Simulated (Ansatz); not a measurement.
Consider the ligand exchange at the Sn–O bond: `[OH][SnH]([Br])[Br]` + H–F → `[F][SnH]([Br])[Br]` + H₂O.

Computed with Ansatz on PBE0-D4/def2-TZVP structures; ΔE is electronic, products minus reactants. CCSD(T)/CBS is the MP2 limit (def2-TZVPP, def2-QZVPP) plus CCSD(T) − MP2 in def2-TZVPP, frozen cores. This one scheme is used for every species. Functionals use def2-TZVPP. B3LYP here is the variant with VWN-RPA as its local correlation; programs differ in this. HSE06 is defined as in plane-wave codes. def2 core potentials past Kr. For Br, Sn outer-core shells are correlated without core-valence functions, which leaves a few kJ/mol of doubt a bond. Scalar relativity is left out up to krypton. Each species was taken in one conformer, which may not be the lowest.

```tsv
level	ΔE (kcal/mol)	difference from CCSD(T)/CBS
LDA (SPW92)	-5.5	0.2
PBE-D4	-6.5	-0.8
revPBE-D4	-6.3	-0.6
BLYP-D4	-7.1	-1.4
r2SCAN-D4	-7.0	-1.3
B97M-V	-8.1	-2.4
PBE0-D4	-6.1	-0.4
B3LYP-D4	-6.9	-1.2
HSE06-D4	-6.1	-0.4
BHLYP-D4	-6.9	-1.2
CAM-B3LYP-D4	-7.2	-1.5
ωB97X-V	-7.0	-1.3
ωB97M-V	-6.7	-1.0
PBE-QIDH	-5.5	0.2
PBE	-7.0	-1.3
revPBE	-7.3	-1.6
BLYP	-8.1	-2.4
r2SCAN	-7.1	-1.4
PBE0	-6.6	-0.9
r2SCANh	-6.9	-1.2
r2SCAN0	-6.7	-1.0
HSE06	-6.5	-0.8
BHLYP	-7.6	-1.9
CAM-B3LYP	-7.7	-2.0
LC-ωPBE	-7.4	-1.7
RPA@PBE/def2-TZVPP	-5.3	0.4
HF/def2-SVP	-8.6	-2.9
MP2/def2-SVP	-6.2	-0.5
CCSD/def2-SVP	-7.1	-1.4
HF/def2-TZVPP	-7.8	-2.1
MP2/def2-TZVPP	-4.1	1.6
SCS-MP2/def2-TZVPP	-5.0	0.7
CCSD/def2-TZVPP	-5.4	0.3
CCSD(T)/def2-TZVPP	-5.0	0.7
HF/def2-QZVPP	-8.5	-2.8
MP2/def2-QZVPP	-4.8	0.9
SCS-MP2/def2-QZVPP	-5.6	0.1
HF/CBS(def2)	-8.6	-2.9
MP2/CBS(def2)	-4.8	0.9
CCSD/CBS(def2)	-6.1	-0.4
CCSD(T)/CBS	-5.7	0
```

Largest T1 diagnostic among the species: 0.011.

At CCSD(T), def2-SVP lies −1.1 kcal/mol from the extrapolated value and def2-TZVPP +0.7 kcal/mol. In def2-TZVPP, CCSD(T) changes the Hartree–Fock value by +2.8 kcal/mol (the triples alone add +0.4 kcal/mol) and MP2 by +3.7 kcal/mol. The D4 term adds +0.8 kcal/mol with B3LYP and +0.4 kcal/mol with PBE0; it sums over pairs of atoms, weighted by their polarisabilities, and B3LYP, whose exchange is more repulsive, gets the larger term.
